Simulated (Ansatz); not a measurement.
CH₂FNOSi (`O=C1N[SiH]1F`). Charge 0, multiplicity 1.

```tsv
atom	x (Å)	y (Å)	z (Å)
O1	1.497	1.234	-1.205
C2	0.705	0.622	-0.558
N3	0.566	-0.692	-0.159
Si4	-0.771	0.179	0.465
F5	-2.206	-0.138	-0.133
H6	1.167	-1.489	-0.337
H7	-0.957	0.284	1.926
```

Problem. What are the harmonic wavenumbers in cm⁻¹ at PBE0-D4/def2-TZVP (Ansatz, finite differences of forces, unscaled)? (Estimate.)

Solution. Ansatz gave: 151, 274, 397, 480, 569, 671, 699, 734, 842, 946, 1115, 1177, 1898, 2265, 3541.

Problem. Is this a minimum?

Solution. Yes, all 15 modes are real.

Problem. Give the ideal-gas thermochemistry at 298.15 K and 1 bar (rigid rotor, harmonic oscillator; point group C1, symmetry number 1).

Solution. Zero-point energy 94.3 kJ/mol; H(298) − E = 110.3 kJ/mol; entropy 305.9 J/(mol·K), of which translation 165.1, rotation 108.3, vibration 32.4; G(298) − E = 19.1 kJ/mol.

Problem. Rotational constants (cm⁻¹)?

Solution. 0.3819, 0.08761, 0.08114.
